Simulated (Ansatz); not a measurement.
Frontier orbitals of GaH5O3Si, SMILES `[OH][Ga]([OH])[O][SiH3]`.

Charge 0, multiplicity 1. Correlated methods include outer-core shells of Ga, which these sets cover unevenly. Scalar relativity is left out up to krypton. Geometry: relaxed with PBE0-D4/def2-TZVP. It is one conformer, not always the lowest. Basis def2-TZVPP, Ansatz 0.2.0.

| functional | HOMO (eV) | LUMO (eV) | gap (eV) |
| --- | --- | --- | --- |
| LDA (SPW92) | -7.44 | -2.43 | 5.01 |
| PBE | -7.30 | -2.14 | 5.16 |
| PBE0 | -8.80 | -1.20 | 7.60 |
| r2SCANh | -8.23 | -1.46 | 6.77 |
| BHLYP | -10.24 | -0.38 | 9.86 |
| CAM-B3LYP | -10.26 | -0.29 | 9.97 |
| LC-ωPBE | -11.62 | 1.07 | 12.69 |
| ωB97M-V | -11.13 | 0.57 | 11.70 |

Against PBE, PBE0 changes HOMO and LUMO by −1.50 and +0.95 eV, ωB97M-V by −3.83 and +2.71 eV. A gap of 5.16 eV thus becomes 11.70 eV for the same molecule, so an orbital gap means little without its functional. A positive LUMO is unbound and depends on the basis.

LC-ωPBE has ω = 0.4 bohr⁻¹.
